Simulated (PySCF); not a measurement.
C₅H₉N₂ (charge +1).
Z-matrix (Å and degrees, PBE0-D3(BJ)/def2-SVP geometry), rows numbered from 1:
```
C 
N   1  1.4487
C   2  1.3419  1  128.57
C   3  1.3886  2  108.60  1   179.26
C   4  1.3886  3  105.27  2    -0.05
N   5  1.3419  4  108.66  3    -0.01
C   6  1.4489  2  122.65  1     1.08
H   1  1.0984  2  110.64  3   120.98
H   1  1.0988  2  110.66  3  -116.53
H   1  1.0957  2  107.51  3     2.27
H   3  1.0889  2  120.57  1    -0.70
H   4  1.0871  3  127.36  2   179.97
H   5  1.0889  4  130.80  3   179.95
H   7  1.0988  6  110.65  2    62.25
H   7  1.0956  6  107.52  2  -178.95
H   7  1.0985  6  110.64  2   -60.23
```

The closed-shell ground state was solved at several levels (PySCF, density fitting, gas phase, non-relativistic).

```tsv
level	basis functions	total energy (Eh)	HOMO (eV)	LUMO (eV)	gap (eV)
PBE0/def2-SVPD	212	-304.6355	-12.62	-5.56	7.06
PBE0/pcSseg-1	164	-304.7977	-12.63	-5.55	7.08
B97-2/pcSseg-1	164	-305.0504	-12.38	-5.62	6.76
```

Task: Estimate the row for B3LYP/pcJ-1, a basis of 279 functions; the other rows only guide the guess.

Result: Total energy -305.2080 Eh, HOMO -12.39 eV, LUMO -5.77 eV, gap 6.62 eV.

Task: Over all these levels, which gives the widest orbital gap and which the narrowest?

Result: PBE0/pcSseg-1 (global hybrid, 25 % exact exchange) has the widest, 7.08 eV, and B3LYP/pcJ-1 (global hybrid, 20 % exact exchange) the narrowest, 6.62 eV. Functional and basis both differ between the two, so the spread mixes both effects.
